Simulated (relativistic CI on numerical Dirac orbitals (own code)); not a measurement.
# Magnetism of Rh+, 4d8, in a crystal field

Calculated by Dirac-Coulomb-Breit CI, orbitals from a KLI potential per configuration, a model potential for QED, valence Slater integrals scaled by 0.65, one configuration in a parametric crystal field (own radial code).

Field parameters in Wybourne normalisation: D3d B²₀ = −7Dσ, B⁴₀ = −14Dq − 21Dτ, B⁴₃ = −14√(10/7) Dq; D4h B²₀ = −7Ds, B⁴₀ = 21(Dq − Dt), B⁴₄ = 21√(5/14) Dq; Oh B⁴₀ = 21Dq, B⁴₄ = √(5/14) B⁴₀. The field is a parameter set, without covalency.

S is read from ⟨S²⟩ = S(S + 1).

Powder χT (cm³ K mol⁻¹) by Van Vleck's formula, with temperature-independent terms:

| Field | 2 K | 5 K | 10 K | 20 K | 50 K | 100 K | 200 K | 300 K |
| --- | --- | --- | --- | --- | --- | --- | --- | --- |
| D3d, 10Dq = 10400, Dσ = -100, Dτ = 210 cm⁻¹ | 0.856 | 1.26 | 1.35 | 1.37 | 1.38 | 1.39 | 1.41 | 1.43 |
| D3d, 10Dq = 11200, Dσ = 170, Dτ = 360 cm⁻¹ | 1.34 | 1.34 | 1.34 | 1.34 | 1.35 | 1.35 | 1.37 | 1.39 |
| D3d, 10Dq = 11950, Dσ = -900, Dτ = 20 cm⁻¹ | 0.207 | 0.515 | 0.925 | 1.23 | 1.34 | 1.37 | 1.39 | 1.4 |
| D3d, 10Dq = 18500, Dσ = -220, Dτ = 120 cm⁻¹ | 1.1 | 1.21 | 1.22 | 1.23 | 1.23 | 1.24 | 1.25 | 1.26 |
| D3d, 10Dq = 24300, Dσ = 80, Dτ = -360 cm⁻¹ | 1.17 | 1.19 | 1.19 | 1.19 | 1.19 | 1.2 | 1.21 | 1.22 |
| D4h, 10Dq = 6600, Ds = -1210, Dt = 210 cm⁻¹ | 0.076 | 0.19 | 0.38 | 0.756 | 1.47 | 1.75 | 1.85 | 1.9 |
| Oh, 10Dq = 18000 cm⁻¹ | 1.24 | 1.24 | 1.24 | 1.24 | 1.24 | 1.25 | 1.26 | 1.27 |
| Oh, 10Dq = 23050 cm⁻¹ | 1.19 | 1.19 | 1.19 | 1.19 | 1.19 | 1.2 | 1.21 | 1.21 |

(1) For Oh, 10Dq = 23050 cm⁻¹: what effective moment follows at 300 K?

Results:

(1) μ_eff = √(8χT) = 3.12 μB. The ground level has S = 1.00; the spin-only moment for S = 1 is 2.83 μB. The difference comes from the orbital moment, spin-orbit mixing of terms and temperature-independent paramagnetism, all larger in this ionic model than in covalent complexes.
